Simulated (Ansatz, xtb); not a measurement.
# ClGeH5SSi: which of two isomers lies lower

We compare X, `S[Si@@H](Cl)[GeH3]`, a singlet, with Y, `[SH][GeH2][SiH2]Cl`, a singlet. Both are isolated molecules in the gas phase, relaxed with PBE0-D3(BJ)/def2-SVP; the shapes shown needn't be the lowest conformers.

X (Å):

```yaml
atoms:
  - { symbol: Cl, position_ang: [-1.8011, 1.1324, 0.4607] }
  - { symbol: Ge, position_ang: [0.6619, -1.2767, -0.6080] }
  - { symbol: S, position_ang: [-2.2155, -2.2112, 1.4064] }
  - { symbol: Si, position_ang: [-1.6281, -0.8535, -0.1380] }
  - { symbol: H, position_ang: [-3.5350, -1.9278, 1.3225] }
  - { symbol: H, position_ang: [-2.5247, -1.0086, -1.3179] }
  - { symbol: H, position_ang: [1.1626, -0.2500, -1.6372] }
  - { symbol: H, position_ang: [0.8451, -2.6971, -1.1701] }
  - { symbol: H, position_ang: [1.4707, -1.1308, 0.6913] }
```

Y (Å):

```xyz
9

Cl   -3.2114   -1.6919   -0.4083
Ge    0.1276   -0.4787   -0.3544
S    -0.7519    0.9478    1.1206
Si   -1.2612   -2.4087   -0.2367
H    -2.0216    0.6613    0.7512
H     0.1493    0.1178   -1.7756
H     1.5672   -0.7425    0.1177
H    -1.0341   -3.3903   -1.3364
H    -1.1285   -3.0890    1.0822
```

Which of the two would you expect CCSD(T)/def2-SVP + ΔMP2/def2-TZVPP electronic energies to favour?

Structure X; the calculation gives E(Y) − E(X) = +15.6 kJ/mol.

The same difference at several levels:

| level | geometry | E(Y) − E(X) (kJ/mol) | departure from the last row (kJ/mol) | job, with rough time for the two |
| --- | --- | --- | --- | --- |
| PBE0-D3(BJ)/def2-SVP | PBE0-D3(BJ)/def2-SVP | +15.4 | −0.2 | optimisation, 67 s |
| HF/def2-SVP | PBE0-D3(BJ)/def2-SVP | +11.2 | −4.4 | part of the CCSD(T) run |
| MP2/def2-SVP | PBE0-D3(BJ)/def2-SVP | +15.0 | −0.6 | part of the CCSD(T) run |
| CCSD(T)/def2-SVP | PBE0-D3(BJ)/def2-SVP | +13.8 | −1.8 | single point |
| CCSD(T)/def2-SVP + ΔMP2/def2-TZVPP | PBE0-D3(BJ)/def2-SVP | +15.6 |  | single point, 33 s |

As drawn, Y has 1 Ge–S, 1 Si–H in place of 1 S–Si, 1 Ge–H.

None of the levels shown reverses the order. The largest departure from CCSD(T)/def2-SVP + ΔMP2/def2-TZVPP is that of HF/def2-SVP, 4.4 kJ/mol. Levels run at GFN2-xTB geometries aren't shown. The last row adds to CCSD(T) the change of the MP2 difference between the two basis sets, here +1.8 kJ/mol.

With thermal terms from frequencies at re-optimised GFN2-xTB minima (ideal gas, soft modes damped towards free rotors, one conformer each, 298.15 K, 1 atm): on the last row, ΔE + ΔZPE = +14.5, ΔH = +14.0, ΔG = +15.8 kJ/mol.

The correlated steps freeze 24 core orbitals; the filled d shell of Ge is correlated, in a basis made for valence electrons. Mirror images aren't counted in ΔG. Codes used: Ansatz 0.2.0, xtb 6.7.1; the last row on 2 threads of Intel(R) Xeon(R) Platinum 8259CL CPU @ 2.50GHz (Skylake/Cascade Lake) on a shared host.
